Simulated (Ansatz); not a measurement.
Molecule: H$_{6}$Te, net charge 0, singlet state. SMILES: [TeH6]
Coordinates optimised at B3LYP-D3(BJ)/def2-TZVP (Ansatz, an electronic-structure program):
```xyz
7

Te     0.0000     0.0000     0.0000
H      1.7384     0.0136     0.0182
H     -1.7384    -0.0136    -0.0182
H     -0.0135     1.7385    -0.0051
H      0.0135    -1.7385     0.0051
H     -0.0182     0.0050     1.7384
H      0.0182    -0.0050    -1.7384
```

Wanted: atomisation energy (electronic, to ground-state atoms), in kcal/mol. Cores are frozen in the correlated levels unless marked. UHF or UKS for open shells. No spin-orbit coupling. Frozen are the shells of the preceding noble gas and the d and f shells that filled before the atom's block. Past Kr the def2 sets carry scalar-relativistic core potentials. The coupled-cluster limit lacks core correlation, which all-electron functionals hold. Basis-set limits of correlation are two-point, X^-3; Hartree-Fock from the larger set.

```tsv
level	program	atomisation energy (kcal/mol)
PBE-D3(BJ)/def2-TZVPD	Ansatz + dftd3	260.1
PBE0/def2-SVP	Ansatz	249.0
PBE0/def2-QZVPP	Ansatz	253.0
BHLYP/def2-TZVPD	Ansatz	…
CCSD(T)/CBS(def2-TZVPP,def2-QZVPP)	Ansatz	…
```

Q: Complete the blanks.

A: 
- BHLYP/def2-TZVPD, atomisation energy (kcal/mol): 250.0
- CCSD(T)/CBS(def2-TZVPP,def2-QZVPP), atomisation energy (kcal/mol): 262.3
